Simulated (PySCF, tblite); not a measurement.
Compound: C7H9NOSi.
Cartesian coordinates in Å at the GFN2-xTB level; atoms count from 1:
```
atom  x, y, z in Å
C1    -3.1977   -0.7403    0.5656
C2    -2.0055   -0.0492   -0.0241
C3    -2.3184    1.0851   -0.8958
O4    -1.5470    1.7604   -1.5355
C5    -0.7480   -0.4657    0.2533
C6     0.4726    0.1262   -0.2128
C7     1.6807   -0.3793    0.0798
Si8    3.3012    0.3710   -0.4998
C9     4.5058    0.0215    0.8893
N10    5.2373   -0.2012    1.7423
H11   -3.7785   -0.0397    1.1652
H12   -3.8478   -1.1175   -0.2234
H13   -2.8978   -1.5722    1.1969
H14   -3.4061    1.2979   -0.9403
H15   -0.6302   -1.3266    0.9049
H16    0.3842    1.0164   -0.8169
H17    1.7219   -1.2828    0.6805
H18    3.2324    1.8229   -0.6559
H19    3.8310   -0.3176   -1.6808
```

Computed with PBE0/pcSseg-1 in PySCF (dipole) on a GFN2-xTB geometry, gas phase.

Take the most abundant isotopes and a rigid rotor. The values belong to one conformer with, in the numbering `[CH3:1]/[C:2]([CH:3]=[O:4])=[CH:5]/[CH:6]=[CH:7]/[SiH2:8][C:9]#[N:10]`, C1–C2–C3–O4 -176°, C2–C5–C6–C7 -178°, C6–C7–Si8–C9 147°.

Problem. What are A, B and C (GHz)?

Solution. Ia = 181.82, Ib = 1284.03, Ic = 1425.69 u·Å²; 505379 MHz·u·Å²/I gives 2780, 393.6 and 354.5 MHz, that is A = 2.7796, B = 0.3936, C = 0.3545 GHz.

Problem. Classify the top.

Solution. A near-prolate asymmetric top; Ray's κ = -0.968.

Problem. Is it planar, by Δ = Ic − Ia − Ib?

Solution. Not planar: Δ = Ic − Ia − Ib = -40.16 u·Å². For a rigid frame Δ = −2 Σ m c², so Σ m c² = 20.08 u·Å² lies off the ab plane: 5.64 from hydrogen and 14.44 from heavier atoms. The atom farthest from that plane is 1.68 Å away.

Problem. Give the other two planar moments, Paa and Pbb, and the rms extents of the mass along the axes.

Solution. Paa = Σ m a² = (Ib + Ic − Ia)/2 = 1263.95 and Pbb = Σ m b² = (Ia + Ic − Ib)/2 = 161.74 u·Å². With the mass M = 151.05 u, the rms extents √(P/M) along a, b and c are 2.89, 1.03, 0.36 Å.

Problem. Where do the levels up to J = 4 lie, in MHz?

Solution. Above 0(0,0):
J = 1: 1(0,1) 748, 1(1,1) 3134, 1(1,0) 3173
J = 2: 2(0,2) 2244, 2(1,2) 4591, 2(1,1) 4708, 2(2,1) 11867, 2(2,0) 11867
J = 3: 3(0,3) 4486, 3(1,3) 6776, 3(1,2) 7011, 3(2,2) 14111, 3(2,1) 14113, 3(3,1) 26139, 3(3,0) 26139
J = 4: 4(0,4) 7474, 4(1,4) 9689, 4(1,3) 10081, 4(2,3) 17103, 4(2,2) 17110, 4(3,2) 29132, 4(3,1) 29132, 4(4,1) 45970, 4(4,0) 45970

Problem. Which types of transition are allowed, and where do some lines up to J = 5 fall?

Solution. The dipole components are |μa| = 4.47 D, |μb| = 0.88 D, |μc| = 1.31 D. Intensities carry the squares of the components, which stand as 1.00 : 0.04 : 0.09 (a : b : c). Some lines, for components of 0.1 D or more:

```csv
type,branch,"J(Ka,Kc)",MHz,lower level (cm⁻¹)
a,R,"2(0,2) ← 1(0,1)",1496,0.025
a,R,"3(1,3) ← 2(1,2)",2185,0.153
c,Q,"4(1,4) ← 4(0,4)",2216,0.249
b,Q,"5(1,4) ← 5(0,5)",2712,0.374
a,R,"5(4,2) ← 4(4,1)",3741,1.533
a,R,"5(2,3) ← 4(2,2)",3749,0.571
c,R,"5(1,4) ← 4(0,4)",6443,0.249
b,R,"3(2,2) ← 2(1,1)",9402,0.157
c,R,"3(2,2) ← 2(1,2)",9520,0.153
b,R,"3(3,1) ← 2(2,0)",14272,0.396
```

Problem. Estimate the classical rotational partition function at 10 K, 200 K and 500 K.

Solution. Point group C1, symmetry number σ = 1; q = (√π/σ)·√((kT/h)³/(ABC)), k/h = 20836.6 MHz/K: 8560 at 10 K, 766000 at 200 K, 3030000 at 500 K.

Its lowest GFN2-xTB frequency is 12 cm⁻¹, too small to tell a flat minimum from a shallow saddle. No vibrational averaging or centrifugal distortion is included, and the geometry carries the error of its method. A rigid rotor knows nothing of internal rotation, which can split or shift real lines. Quadrupole hyperfine structure (14N) is left out.

On one thread of an Arm Neoverse V1 (shared host), this took 55 s and 0.99 GiB of memory at its peak. This is the PBE0/pcSseg-1 job that gave the dipole, with the shieldings it also computed.
